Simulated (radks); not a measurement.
The numbers below are computed, except where a source is named.
Q: All-electron atom: Rb24+ in [Ne] 3s2 3p1. Level of theory: Dirac Kohn-Sham, LDA (Slater exchange, Perdew-Wang correlation), spin-unpolarised, spherical densities, point nucleus; open shells fill j = l - 1/2 first (a radial shooting solver on a logarithmic mesh with Libxc functionals). Some entries of the table are withheld. Estimate them.

orbital  occ.  eigenvalue (Ry)  r(max) (bohr)
1s1/2       2        -1185.192        0.02632
2s1/2       2        -226.0515         0.1489
2p1/2       2        -213.3488         0.1164
2p3/2       4        -208.7537         0.1197
3s1/2       2        -85.69454            (1)
3p1/2       1              (2)         0.3910
3p3/2       0              (3)         0.3971
3d3/2       0              (4)         0.3183
3d5/2       0              (5)         0.3200
4s1/2       0        -44.38517            (6)

A: 
(1) 3s1/2 r(max) (bohr): 0.4099
(2) 3p1/2 eigenvalue (Ry): -81.40451
(3) 3p3/2 eigenvalue (Ry): -80.33121
(4) 3d3/2 eigenvalue (Ry): -74.03387
(5) 3d5/2 eigenvalue (Ry): -73.79962
(6) 4s1/2 r(max) (bohr): 0.8245
